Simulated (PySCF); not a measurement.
C10H8O2.
Bonds: C1–C2 (triple), C2–C3, C3–C4 (aromatic), C4–C5 (aromatic), C5–C6 (aromatic), C6–C7 (aromatic), C7–C8, C8–O9 (double), C8–O10, O10–C11, C7–C12 (aromatic), C3–C12 (aromatic). Hydrogens: H13 on C1; H14 on C4; H15 on C5; H16 on C6; H17, H18, H19 on C11; H20 on C12.

Computed by this run: PySCF 2.14.0, PBE0-D3(BJ)/def2-SVP geometry optimisation, gas phase; density fitting, grid level 1; the optimiser is geomeTRIC in internal coordinates, started from a GFN2-xTB structure with every atom displaced at random (about 0.01 Å).

At the end of the run (lengths in Å): C4–H14 1.092, C1–H13 1.074, C3–C12 1.403, C8=O9 1.205, C11–H17 1.100, C7–C12 1.395, C3–C4 1.406, C3–C4–C5 120.4°, C2–C3–C4 120.4°, C1–C2–C3 179.9°, C4–C3–C12 119.2°, C6–C7–C8–O9 2°, C7–C8–O10–C11 180°.

Question: These geometries were met on the way; a selection of coordinates is given. Order them by energy above the end point, lowest first.
A. C4–H14 1.107, C1–H13 1.081, C3–C12 1.407, C8=O9 1.206, C11–H17 1.103, C7–C12 1.393, C3–C4 1.401, C3–C4–C5 121.2°, C2–C3–C4 121.7°, C1–C2–C3 177.5°, C4–C3–C12 118.4°, C6–C7–C8–O9 11°, C7–C8–O10–C11 179°
B. C4–H14 1.089, C1–H13 1.073, C3–C12 1.402, C8=O9 1.205, C11–H17 1.100, C7–C12 1.395, C3–C4 1.407, C3–C4–C5 121.0°, C2–C3–C4 120.9°, C1–C2–C3 179.2°, C4–C3–C12 119.0°, C6–C7–C8–O9 5°, C7–C8–O10–C11 -179°
C. C4–H14 1.034, C1–H13 1.032, C3–C12 1.364, C8=O9 1.236, C11–H17 1.072, C7–C12 1.382, C3–C4 1.418, C3–C4–C5 116.8°, C2–C3–C4 117.5°, C1–C2–C3 178.9°, C4–C3–C12 121.4°, C6–C7–C8–O9 -1°, C7–C8–O10–C11 180°

Answer: B (0.006 eV), A (0.038 eV), C (0.248 eV).

```tsv
step	E above end (eV)	rms distance from the end, all atoms (Å)	largest force (eV/Å)	rms shift of all bonds from the end (Å)
3	0.006	0.032	0.224	0.001
1	0.038	0.084	0.860	0.004
0	0.248	0.036	3.722	0.022
```

Rows stand in the order of the answer.
